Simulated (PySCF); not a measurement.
C4H11Cl3Si2, SMILES C[Si](C)(C)C[Si](Cl)(Cl)Cl, GFN2-xTB optimised geometry.

```
20

Si    -0.48    -0.98    -3.27
Cl     1.52    -0.95    -3.56
Cl    -1.30    -2.17    -4.70
Cl    -1.19     0.90    -3.56
C     -0.93    -1.63    -1.55
Si    -0.27    -0.68     0.00
C      1.63    -0.68     0.00
C     -0.95     1.10     0.00
C     -0.93    -1.63     1.52
H     -0.58    -2.66    -1.47
H     -2.01    -1.68    -1.47
H      2.02    -0.28     0.93
H      2.03    -0.07    -0.81
H      2.03    -1.68    -0.12
H     -0.71     1.61     0.93
H     -2.03     1.11    -0.12
H     -0.53     1.68    -0.81
H     -2.01    -1.67     1.53
H     -0.57    -2.66     1.54
H     -0.61    -1.16     2.44
```

Density from B3LYP/def2-SVP (PySCF) at that geometry.

Minimum of the electron density along straight lines between bonded atoms, close to the bond critical point (lines longer than 1.1 times the sum of covalent radii, or with two minima, are not listed):

```
bond     length / Å  ρ at the minimum / e bohr⁻³  ∇²ρ there / e bohr⁻⁵  position (fraction from the first atom)
-------  ----------  ---------------------------  --------------------  ---------------------------------------
Si1–Cl2       2.023                        0.099                  0.31                                     0.37
Si1–Cl3       2.034                        0.097                  0.30                                     0.37
Si1–Cl4       2.023                        0.099                  0.31                                     0.37
Si1–C5        1.891                        0.117                  0.28                                     0.38
C5–Si6        1.932                        0.103                  0.29                                     0.62
Si6–C7        1.903                        0.111                  0.32                                     0.38
Si6–C8        1.903                        0.111                  0.32                                     0.38
Si6–C9        1.908                        0.110                  0.31                                     0.38
C5–H10        1.090                        0.268                 -0.93                                     0.62
C5–H11        1.090                        0.268                 -0.93                                     0.62
C7–H12        1.086                        0.272                 -0.97                                     0.62
C7–H13        1.085                        0.274                 -0.99                                     0.63
C7–H14        1.086                        0.272                 -0.97                                     0.62
C8–H15        1.086                        0.272                 -0.97                                     0.62
C8–H16        1.086                        0.272                 -0.97                                     0.62
C8–H17        1.085                        0.274                 -0.99                                     0.63
C9–H18        1.086                        0.272                 -0.97                                     0.62
C9–H19        1.086                        0.272                 -0.97                                     0.62
C9–H20        1.085                        0.273                 -0.98                                     0.62
```
